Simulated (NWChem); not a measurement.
Everything below was run with NWChem. System: C$_{2}$H$_{3}$O$_{2}$, charge 1, spin multiplicity 1, at the geometry of a parent with another charge or spin, in a state set for the comparison that need not be this species' ground state. Level: RHF/def2-SVPD.

Part of the output:

```
             Northwest Computational Chemistry Package (NWChem) 7.3.0
             --------------------------------------------------------

                                NWChem Input Module
                                -------------------

 Scaling coordinates for geometry "geometry" by  1.889725989
 (inverse scale =  0.529177249)

 Turning off AUTOSYM since
 SYMMETRY directive was detected!

                             Geometry "geometry" -> ""
                             -------------------------

 Output coordinates in angstroms (scale by  1.889725989 to convert to a.u.)

  No.       Tag          Charge          X              Y              Z
 ---- ---------------- ---------- -------------- -------------- --------------
    1 C                    6.0000     0.33608300    -1.41635300     0.00000000
    2 O                    8.0000     0.84264700    -0.15978600     0.00000000
    3 C                    6.0000    -0.01043100     0.88444600     0.00000000
    4 O                    8.0000    -1.20163100     0.79963100     0.00000000
    5 H                    1.0000    -0.74477800    -1.54661800     0.00000000
    6 H                    1.0000     1.08509800    -2.20338700     0.00000000
    7 H                    1.0000     0.57763800     1.82268300     0.00000000

 Effective nuclear repulsion energy (a.u.)     115.0466162773

            Nuclear Dipole moment (a.u.)
            ----------------------------
        X                 Y               Z
 ---------------- ---------------- ----------------
    -0.0000037795    -0.0000075589     0.0000000000

      Symmetry information
      --------------------

 Group name             Cs
 Group number              2
 Group order               2
 No. of unique centers     7

      Symmetry unique atoms

     1    2    3    4    5    6    7


 Summary of "ao basis" -> "" (spherical)
 ------------------------------------------------------------------------------
       Tag                 Description            Shells   Functions and Types
 ---------------- ------------------------------  ------  ---------------------
 *                         def2-svpd                  on all atoms

 Summary of "ao basis" -> "ao basis" (spherical)
 ------------------------------------------------------------------------------
       Tag                 Description            Shells   Functions and Types
 ---------------- ------------------------------  ------  ---------------------
[...]
    71      0.179405  4 O  px                87      0.163670  5 H  s
   103     -0.159095  7 H  s

 Vector   14  Occ=2.000000D+00  E=-7.479637D-01  Symmetry=a"
              MO Center= -6.4D-01,  6.2D-01,  1.2D-15, r^2= 1.4D+00
   Bfn.  Coefficient  Atom+Function         Bfn.  Coefficient  Atom+Function
  ----- ------------  ---------------      ----- ------------  ---------------
    70      0.483915  4 O  pz                73      0.359744  4 O  pz
    50      0.294491  3 C  pz                27     -0.240398  2 O  pz
    30     -0.195829  2 O  pz

 Vector   15  Occ=2.000000D+00  E=-7.099777D-01  Symmetry=a'
              MO Center= -7.4D-01,  8.1D-01,  2.5D-15, r^2= 1.4D+00
   Bfn.  Coefficient  Atom+Function         Bfn.  Coefficient  Atom+Function
  ----- ------------  ---------------      ----- ------------  ---------------
    69      0.573250  4 O  py                72      0.432171  4 O  py
    47     -0.247038  3 C  s                103     -0.213213  7 H  s
    46     -0.199047  3 C  s                 25     -0.155413  2 O  px

 Vector   16  Occ=0.000000D+00  E=-2.469666D-01  Symmetry=a"
              MO Center=  2.9D-01, -1.2D+00, -3.1D-15, r^2= 2.0D+00
   Bfn.  Coefficient  Atom+Function         Bfn.  Coefficient  Atom+Function
  ----- ------------  ---------------      ----- ------------  ---------------
     7      0.515118  1 C  pz                10      0.447970  1 C  pz
    27     -0.229126  2 O  pz                30     -0.212002  2 O  pz

 Vector   17  Occ=0.000000D+00  E=-8.831372D-02  Symmetry=a'
              MO Center=  5.1D-01, -2.0D+00,  3.4D-16, r^2= 7.5D+00
   Bfn.  Coefficient  Atom+Function         Bfn.  Coefficient  Atom+Function
  ----- ------------  ---------------      ----- ------------  ---------------
     4      4.875017  1 C  s                 96     -3.364243  6 H  s
    24     -2.851684  2 O  s                 47      2.829578  3 C  s
     3      1.975791  1 C  s                 88     -1.708828  5 H  s
    67     -1.530461  4 O  s                101     -0.687973  6 H  py
    16     -0.620549  1 C  d -2              31      0.610459  2 O  px

 Vector   18  Occ=0.000000D+00  E=-6.271462D-02  Symmetry=a"
              MO Center=  8.4D-02,  7.1D-01, -8.9D-15, r^2= 3.4D+00
   Bfn.  Coefficient  Atom+Function         Bfn.  Coefficient  Atom+Function
  ----- ------------  ---------------      ----- ------------  ---------------
    33      0.573413  2 O  pz                50      0.405902  3 C  pz
    70     -0.322403  4 O  pz                73     -0.313046  4 O  pz
    53      0.265291  3 C  pz                27     -0.226325  2 O  pz
    30     -0.196644  2 O  pz                17     -0.159145  1 C  d -1

 center of mass
 --------------
 x =  -0.02910649 y =   0.06112930 z =   0.00000000

 moments of inertia (a.u.)
 ------------------
         195.284898207672          83.932716005645           0.000000000000
          83.932716005645         135.262138998707           0.000000000000
           0.000000000000           0.000000000000         330.547037206379

  Mulliken analysis of the total density
  --------------------------------------

    Atom       Charge   Shell Charges
 -----------   ------   -------------------------------------------------------
    1 C    6     5.06   1.99  1.00  0.04 -0.06  1.70  0.33  0.06  0.01
    2 O    8     8.67   1.99  1.08  0.75  0.03  2.83  1.86  0.03  0.02  0.08
    3 C    6     4.93   1.99  0.93 -0.04 -0.02  1.85  0.12  0.14 -0.03
    4 O    8     8.55   1.99  1.09  0.75  0.04  2.77  1.72  0.12  0.02  0.04
    5 H    1     0.78   0.70  0.06  0.03 -0.01
    6 H    1     1.02   0.72  0.28  0.03  0.00
    7 H    1     0.98   0.73  0.21  0.03  0.02

       Multipole analysis of the density wrt the origin
       ------------------------------------------------

     L   x y z        total         open         nuclear
     -   - - -        -----         ----         -------
     0   0 0 0      1.000000      0.000000     31.000000

     1   1 0 0      1.128772      0.000000     -0.000004
     1   0 1 0     -1.885305      0.000000     -0.000008
     1   0 0 1     -0.000000      0.000000      0.000000

     2   2 0 0    -16.415159      0.000000     71.335328
     2   1 1 0      0.153577      0.000000    -42.358595
     2   1 0 1     -0.000000      0.000000      0.000000
     2   0 2 0     -4.265718      0.000000    116.482577
     2   0 1 1     -0.000000      0.000000      0.000000
     2   0 0 2    -14.978060      0.000000      0.000000

 Task  times  cpu:        4.1s     wall:        4.1s

 Total times  cpu:        4.1s     wall:        4.1s
```

Question: Write an NWChem input that would produce this output.

Answer: Several could match; the one computed here: 
```
start mol
memory heap 200 mb stack 900 mb global 1100 mb
charge 1
geometry units angstroms nocenter noautoz
  C      0.336083    -1.416353     0.000000
  O      0.842647    -0.159786     0.000000
  C     -0.010431     0.884446     0.000000
  O     -1.201631     0.799631     0.000000
  H     -0.744778    -1.546618     0.000000
  H      1.085098    -2.203387     0.000000
  H      0.577638     1.822683     0.000000
  symmetry group Cs
end
basis spherical
  * library def2-svpd
end
scf
  rhf
  nopen 0
  maxiter 100
  thresh 1e-7
  semidirect memsize 60000000 filesize 0
end
task scf energy
```
